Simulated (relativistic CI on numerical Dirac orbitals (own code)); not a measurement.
Sensitivity of the levels of Nd²⁹⁺ to α and to the nuclear radius

Calculated at this level of theory: Dirac-Coulomb-Breit CI, separate exchange-only KLI orbitals for each configuration, derivatives by finite differences, unscaled Slater integrals, QED left out (own radial code, finite nucleus).

CI space (outside the closed core [Ar] 3d10): 4s2.4p, 4s.4p2, 4s2.4d, 4p3, 4s.4p.4d, 4s2.4f, 4p.4d2, 4s.4p.4f. Levels of other configurations are missing.

With x = (α/α₀)² − 1 an excitation energy changes as ω = ω₀ + qx; K = 2q/ω₀ is the relative enhancement. Terms are leading LS components, so labels can repeat. The field-shift factor is F = δν/δ⟨r²⟩ for the transition from the lowest level.

Lowest level 4s2.4p 2P°_1/2.

| Level | ω₀ (cm⁻¹) | q (cm⁻¹) | K | F (GHz/fm²) |
| --- | --- | --- | --- | --- |
| 4s2.4p 2P°_3/2 | 252000 | 284800 | 2.26 | -17.9 |
| 4s.4p2 4P_1/2 | 516461 | 79190 | 0.307 | -429 |
| 4s.4p2 4P_3/2 | 698759 | 336600 | 0.963 | -442 |
| 4s.4p2 4P_5/2 | 748629 | 346400 | 0.926 | -438 |
| 4s.4p2 2D_3/2 | 828420 | 346600 | 0.837 | -424 |
| 4s.4p2 2P_1/2 | 866712 | 319600 | 0.737 | -445 |
| 4s.4p2 2D_5/2 | 981999 | 593600 | 1.21 | -431 |
| 4s.4p2 2S_1/2 | 1115056 | 605400 | 1.09 | -459 |
| 4s.4p2 2P_3/2 | 1119251 | 519700 | 0.929 | -355 |
| 4s2.4d 2D_3/2 | 1198352 | 388900 | 0.649 | -134 |
| 4s2.4d 2D_5/2 | 1236050 | 368600 | 0.596 | -41.2 |
| 4p3 2P°_3/2 | 1345501 | 392600 | 0.584 | -848 |
| 4p3 4S°_3/2 | 1540186 | 527600 | 0.685 | -681 |

At this charge energies of transitions that change n are usually good to better than 1 %, and those within a shell (Δn = 0) to a few per cent.
